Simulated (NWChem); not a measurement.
# C$_{3}$H$_{2}$ClN; SMILES N#C/C=C\Cl

Program: NWChem. Pople sets run with spherical d functions. Structure relaxed at the PBE-D3(BJ)/def2-SVP level. Level: M06-2X/6-31G* with COSMO at NWChem's default radii, gas-phase geometry; the question gives the dielectric constant.

Estimate the computed values for dielectric constant 7.6. Quantities: electrostatic solvation energy (kcal/mol); dipole in solution (D).


- electrostatic solvation energy (kcal/mol) = -5.8
- dipole in solution (D) = 5.32
